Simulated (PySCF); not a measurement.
## Löwdin shares of the frontier orbitals

Compound: C3H12BN.
Structure used (PBE0-D3(BJ)/def2-SVP), in Å, numbered top down from 1:
```
atom  x, y, z in Å
B1     2.409    0.104    0.036
N2     0.835    0.128    0.441
C3    -0.010   -0.839   -0.277
C4    -1.469   -0.826    0.147
C5    -2.191    0.487   -0.119
H6     2.938    0.975    0.717
H7     2.447    0.348   -1.165
H8     2.806   -1.024    0.308
H9     0.487    1.076    0.290
H10    0.765   -0.035    1.448
H11    0.445   -1.827   -0.119
H12    0.099   -0.613   -1.349
H13   -1.976   -1.641   -0.393
H14   -1.544   -1.090    1.217
H15   -1.780    1.321    0.474
H16   -2.126    0.770   -1.182
H17   -3.257    0.414    0.141
```

Theory: TDDFT PBE0/def2-SVPD, vertical, gas phase, core orbitals frozen in the response in PySCF 2.14.0, density-fitted response routines.

Frontier orbitals with the atoms that hold most of them (Löwdin shares over 4%, at most four atoms):

| orbital | ε (eV) | atoms |
| --- | --- | --- |
| LUMO+2 | 0.97 | C5 18%, H10 16%, H16 13%, H17 9% |
| LUMO+1 | 0.87 | H13 16%, C4 14%, H14 12%, H9 11% |
| LUMO | -0.01 | C5 14%, H10 12%, B1 12%, H9 10% |
| HOMO | -7.60 | B1 42%, H8 28%, H6 13%, H7 7% |
| HOMO-1 | -7.61 | B1 42%, H7 25%, H6 19%, N2 6% |
| HOMO-2 | -9.48 | N2 26%, B1 25%, C4 9%, H8 8% |
| HOMO-3 | -10.18 | C4 26%, C5 17%, H14 16%, C3 12% |

Problem. The HOMO–LUMO gap is 7.60 eV. Where does the response calculation put the lowest singlet, and from which orbitals?

Solution. S1 is at 6.53 eV (f = 0.012), 1.07 eV below the gap, made of HOMO→LUMO (53%), HOMO-1→LUMO (42%). Without the coupling terms of the response equations the lowest excitation would equal the gap.

Next come S2 at 6.55 eV (f 0.0096), HOMO-1→LUMO (53%), HOMO→LUMO (42%); S3 at 7.57 eV (f 0.0015), HOMO→LUMO+1 (86%), HOMO→LUMO+2 (8%); S4 at 7.59 eV (f 0.0013), HOMO-1→LUMO+1 (86%), HOMO-1→LUMO+2 (8%); S5 at 7.69 eV (f 0.0044), HOMO→LUMO+2 (78%).

Löwdin shares depend on the basis, the more so with diffuse functions.

One conformer stands for the species.
